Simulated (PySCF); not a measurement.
Adding and removing an electron: GeI

PBE0; basis Ge def2-TZVPPD, I def2-TZVPPD with ECP28; scalar-relativistic core potentials; PySCF 2.14. Neutral (UKS): doublet (π ↑), Re = 2.525 Å, ωe = 244 cm⁻¹, De = 3.20 eV, HOMO -5.21 eV, LUMO -3.27 eV.

GeI⁺ (UKS): singlet (closed shell), Re = 2.399 Å, ωe = 306 cm⁻¹, De = 3.98 eV to Ge⁺ + I. The energies at the minima are -2374.46620 hartree for GeI and -2374.20309 for GeI⁺.

Task: Work out the adiabatic ionisation energy, without and with harmonic zero-point energies (1 hartree = 27.2114 eV, 1 eV = 8065.5 cm⁻¹), and the change of the bond length.

Result: At PBE0: 0.26311 hartree = 7.160 eV between the minima; the zero-point term (306.0 − 244.0)/2 cm⁻¹ = +0.004 eV makes it 7.163 eV. Re changes by -12.6 pm against the neutral. The electron leaves a π orbital, and the shorter bond of the ion fits an antibonding orbital, or a change in how ionic the bond is.

GeI⁻ (UKS): triplet (π ↑↑), Re = 2.734 Å, ωe = 165 cm⁻¹, De = 1.54 eV to Ge + I⁻. The energies at the minima are -2374.46620 hartree for GeI and -2374.52432 for GeI⁻.

Task: Work out the adiabatic electron affinity, without and with harmonic zero-point energies (1 hartree = 27.2114 eV, 1 eV = 8065.5 cm⁻¹), and the change of the bond length.

Result: At PBE0: 0.05812 hartree = 1.582 eV between the minima; the zero-point term (244.0 − 165.0)/2 cm⁻¹ = +0.005 eV makes it 1.586 eV. Re changes by +20.9 pm against the neutral. The electron enters a π orbital, and the longer bond of the ion fits an antibonding orbital, or a change in how ionic the bond is.

These are scalar-relativistic numbers at best; spin–orbit coupling would shift them, the dissociation energy most. For an ion De counts to the pair picked by the measured ionisation energies or electron affinities, which need not be the lowest pair at this level. The highest Kohn–Sham level is positive in this anion. Much of that is self-interaction error, but it also means that the finite basis helps to hold the extra electron. States were picked by a PBE0 search and need not be the measured ground states.
